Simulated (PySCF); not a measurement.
CH2Cl5Si2, doublet, at a GFN2-xTB geometry; PBE/3-21G run with PySCF.

The PySCF input:
```python
from pyscf import gto, scf, dft

mol = gto.Mole()
mol.atom = '''
    Cl    3.415259   -1.344099   -0.270851
    Si    1.746699   -0.280880   -0.751863
    Cl    1.944996    1.609558   -0.040479
    C     0.240155   -1.158869    0.052580
    Si   -1.358186   -0.126080    0.188537
    Cl   -1.198502    1.186959    1.710293
    Cl   -2.914728   -1.364568    0.550883
    Cl   -1.685546    0.865180   -1.536839
    H     0.033142   -2.072810   -0.503208
    H     0.541630   -1.478046    1.053182
'''
mol.basis = '3-21g'
mol.charge = 0
mol.spin = 1
mol.verbose = 4
mol.build()

mf = dft.UKS(mol)
mf.xc = 'pbe'
mf.kernel()
mf.analyze()
```

It wrote (shortened):

```
PySCF version 2.14.0

[INPUT] verbose = 4
[INPUT] num. atoms = 10
[INPUT] num. electrons = 121
[INPUT] charge = 0
[INPUT] spin (= nelec alpha-beta = 2S) = 1
[INPUT] symmetry False subgroup None
[INPUT] Mole.unit = angstrom
[INPUT] Symbol           X                Y                Z      unit          X                Y                Z       unit  Magmom
[...]
nuclear repulsion = 1036.54306176502
number of shells = 58
number of NR pGTOs = 210
number of NR cGTOs = 104
basis = 3-21g
ecp = {}

******** <class 'pyscf.dft.uks.UKS'> ********
method = UKS
initial guess = minao
damping factor = 0
level_shift factor = 0
DIIS = <class 'pyscf.scf.diis.CDIIS'>
diis_start_cycle = 1
diis_space = 8
diis_damp = 0
SCF conv_tol = 1e-09
SCF conv_tol_grad = None
SCF max_cycles = 50
direct_scf = True
direct_scf_tol = 1e-13
number electrons alpha = 61  beta = 60
XC library pyscf.dft.libxc version 7.1.2
    S. Lehtola, C. Steigemann, M. J. T. Oliveira, and M. A. L. Marques,  SoftwareX 7, 1–5 (2018)
XC functionals = pbe
    J. P. Perdew, K. Burke, and M. Ernzerhof,  Phys. Rev. Lett. 77, 3865 (1996)
    J. P. Perdew, K. Burke, and M. Ernzerhof,  Phys. Rev. Lett. 78, 1396 (1997)
    J. P. Perdew, K. Burke, and M. Ernzerhof,  Phys. Rev. Lett. 77, 3865 (1996)
    J. P. Perdew, K. Burke, and M. Ernzerhof,  Phys. Rev. Lett. 78, 1396 (1997)
radial grids:
    Treutler-Ahlrichs [JCP 102, 346 (1995); DOI:10.1063/1.469408] (M4) radial grids

becke partition: Becke, JCP 88, 2547 (1988); DOI:10.1063/1.454033
pruning grids: <function nwchem_prune>
grids dens level: 3
symmetrized grids: False
atomic radii adjust function: <function treutler_atomic_radii_adjust>
small_rho_cutoff = 0
Set gradient conv threshold to 3.16228e-05
tot grids = 166496
init E= -2902.97466696538

cycle= 1 E= -2903.62487582495  delta_E= -0.65  |g|= 0.463  |ddm|=  2.6
cycle= 2 E= -2903.41447058787  delta_E= 0.21  |g|= 0.741  |ddm|= 1.88
cycle= 3 E= -2903.77023000637  delta_E= -0.356  |g|= 0.0686  |ddm|= 1.17
cycle= 4 E= -2903.77263829919  delta_E= -0.00241  |g|= 0.0335  |ddm|= 0.165
cycle= 5 E= -2903.77327754426  delta_E= -0.000639  |g|= 0.00754  |ddm|= 0.0565
cycle= 6 E= -2903.77331612683  delta_E= -3.86e-05  |g|= 0.00205  |ddm|= 0.0157
cycle= 7 E= -2903.77331883284  delta_E= -2.71e-06  |g|= 0.000363  |ddm|= 0.00419
cycle= 8 E= -2903.77331891334  delta_E= -8.05e-08  |g|= 0.000142  |ddm|= 0.000819
cycle= 9 E= -2903.77331892587  delta_E= -1.25e-08  |g|= 5.79e-05  |ddm|= 0.000356
cycle= 10 E= -2903.77331892826  delta_E= -2.39e-09  |g|= 1.24e-05  |ddm|= 0.000121
cycle= 11 E= -2903.77331892831  delta_E= -5.28e-11  |g|= 8.96e-06  |ddm|= 3.85e-05
Extra cycle  E= -2903.77331892824  delta_E= 6.37e-11  |g|= 1.4e-05  |ddm|= 4.1e-05
converged SCF energy = -2903.77331892824  <S^2> = 0.75090776  2S+1 = 2.0009076
**** SCF Summaries ****
Total Energy =                       -2903.773318928244407
Nuclear Repulsion Energy =            1036.543061765018365
One-electron Energy =                -6080.973254702447775
Two-electron Energy =                 2140.656874009185231
Two-electron Coulomb Energy =         2328.415107306926075
DFT Exchange-Correlation Energy =     -187.758233297741015
**** MO energy ****
                             alpha | beta                alpha | beta
[...]
To work with the spin densities directly, `use mulliken_meta_spin()` only printing them here.

 ** Mulliken spin pop alpha/beta on meta-lowdin orthogonal AOs **
 ** Mulliken Spin Density (per AO)  **
spin_pop of  0 Cl 1s        0.00000
spin_pop of  0 Cl 2s       -0.00000
spin_pop of  0 Cl 3s        0.00112
spin_pop of  0 Cl 4s        0.00028
spin_pop of  0 Cl 2px      -0.00000
spin_pop of  0 Cl 2py      -0.00000
spin_pop of  0 Cl 2pz       0.00000
spin_pop of  0 Cl 3px       0.00249
spin_pop of  0 Cl 3py       0.00357
spin_pop of  0 Cl 3pz       0.08286
spin_pop of  0 Cl 4px       0.00012
spin_pop of  0 Cl 4py       0.00009
spin_pop of  0 Cl 4pz       0.00094
spin_pop of  1 Si 1s        0.00000
spin_pop of  1 Si 2s       -0.00000
spin_pop of  1 Si 3s        0.23175
spin_pop of  1 Si 4s        0.00499
spin_pop of  1 Si 2px      -0.00001
spin_pop of  1 Si 2py      -0.00001
spin_pop of  1 Si 2pz       0.00001
spin_pop of  1 Si 3px       0.01092
spin_pop of  1 Si 3py       0.01224
spin_pop of  1 Si 3pz       0.47069
spin_pop of  1 Si 4px       0.00000
spin_pop of  1 Si 4py       0.00007
spin_pop of  1 Si 4pz       0.00054
spin_pop of  2 Cl 1s        0.00000
spin_pop of  2 Cl 2s       -0.00000
spin_pop of  2 Cl 3s        0.00112
spin_pop of  2 Cl 4s        0.00025
spin_pop of  2 Cl 2px      -0.00000
spin_pop of  2 Cl 2py      -0.00000
spin_pop of  2 Cl 2pz       0.00000
spin_pop of  2 Cl 3px      -0.00268
spin_pop of  2 Cl 3py       0.00050
spin_pop of  2 Cl 3pz       0.09522
spin_pop of  2 Cl 4px       0.00006
spin_pop of  2 Cl 4py       0.00015
spin_pop of  2 Cl 4pz       0.00093
spin_pop of  3 C 1s       -0.00000
spin_pop of  3 C 2s        0.00948
spin_pop of  3 C 3s        0.00007
spin_pop of  3 C 2px       0.02326
spin_pop of  3 C 2py       0.01062
spin_pop of  3 C 2pz       0.01778
spin_pop of  3 C 3px       0.00008
spin_pop of  3 C 3py       0.00002
spin_pop of  3 C 3pz       0.00004
spin_pop of  4 Si 1s        0.00000
spin_pop of  4 Si 2s        0.00000
spin_pop of  4 Si 3s        0.00010
spin_pop of  4 Si 4s        0.00013
spin_pop of  4 Si 2px       0.00000
spin_pop of  4 Si 2py       0.00000
spin_pop of  4 Si 2pz       0.00000
spin_pop of  4 Si 3px      -0.00096
spin_pop of  4 Si 3py       0.00088
spin_pop of  4 Si 3pz       0.00083
spin_pop of  4 Si 4px      -0.00003
spin_pop of  4 Si 4py      -0.00002
spin_pop of  4 Si 4pz       0.00007
spin_pop of  5 Cl 1s        0.00000
spin_pop of  5 Cl 2s       -0.00000
spin_pop of  5 Cl 3s        0.00002
spin_pop of  5 Cl 4s        0.00001
spin_pop of  5 Cl 2px      -0.00000
spin_pop of  5 Cl 2py       0.00000
spin_pop of  5 Cl 2pz      -0.00000
spin_pop of  5 Cl 3px      -0.00013
spin_pop of  5 Cl 3py       0.00041
spin_pop of  5 Cl 3pz      -0.00011
spin_pop of  5 Cl 4px       0.00003
spin_pop of  5 Cl 4py       0.00001
spin_pop of  5 Cl 4pz      -0.00000
spin_pop of  6 Cl 1s        0.00000
spin_pop of  6 Cl 2s       -0.00000
spin_pop of  6 Cl 3s        0.00010
spin_pop of  6 Cl 4s        0.00001
spin_pop of  6 Cl 2px       0.00000
spin_pop of  6 Cl 2py      -0.00000
spin_pop of  6 Cl 2pz      -0.00000
spin_pop of  6 Cl 3px       0.00286
spin_pop of  6 Cl 3py       0.00011
spin_pop of  6 Cl 3pz       0.00002
spin_pop of  6 Cl 4px       0.00001
spin_pop of  6 Cl 4py       0.00001
spin_pop of  6 Cl 4pz       0.00000
spin_pop of  7 Cl 1s        0.00000
spin_pop of  7 Cl 2s       -0.00000
spin_pop of  7 Cl 3s        0.00000
spin_pop of  7 Cl 4s        0.00012
spin_pop of  7 Cl 2px       0.00000
spin_pop of  7 Cl 2py       0.00000
spin_pop of  7 Cl 2pz       0.00000
spin_pop of  7 Cl 3px       0.00083
spin_pop of  7 Cl 3py      -0.00010
spin_pop of  7 Cl 3pz       0.00073
spin_pop of  7 Cl 4px       0.00000
spin_pop of  7 Cl 4py       0.00000
spin_pop of  7 Cl 4pz       0.00002
spin_pop of  8 H 1s       -0.00139
spin_pop of  8 H 2s        0.00009
spin_pop of  9 H 1s        0.01525
spin_pop of  9 H 2s        0.00054
 ** Mulliken Spin Density (per atom)  **
spin density of  0 Cl =      0.09148
spin density of  1 Si =      0.73120
spin density of  2 Cl =      0.09556
spin density of  3 C =      0.06134
spin density of  4 Si =      0.00099
spin density of  5 Cl =      0.00022
spin density of  6 Cl =      0.00312
spin density of  7 Cl =      0.00161
spin density of  8 H =     -0.00130
spin density of  9 H =      0.01579
 ** Mulliken pop alpha/beta on meta-lowdin orthogonal AOs **
 ** Mulliken pop       alpha | beta **
In total            61.00000 | 60.00000
 ** Mulliken atomic charges   ( Nelec_alpha | Nelec_beta ) **
charge of  0Cl =     -0.19919  (     8.64533      8.55386 )
charge of  1Si =      0.54794  (     7.09163      6.36043 )
charge of  2Cl =     -0.18847  (     8.64201      8.54646 )
charge of  3C =     -0.64212  (     3.35173      3.29039 )
charge of  4Si =      0.77705  (     6.61197      6.61098 )
charge of  5Cl =     -0.19979  (     8.60001      8.59979 )
charge of  6Cl =     -0.20834  (     8.60573      8.60261 )
charge of  7Cl =     -0.20409  (     8.60285      8.60124 )
charge of  8H =      0.15983  (     0.41944      0.42073 )
charge of  9H =      0.15718  (     0.42930      0.41352 )
Dipole moment(X, Y, Z, Debye): -0.05990, -1.98679, -0.33446
```
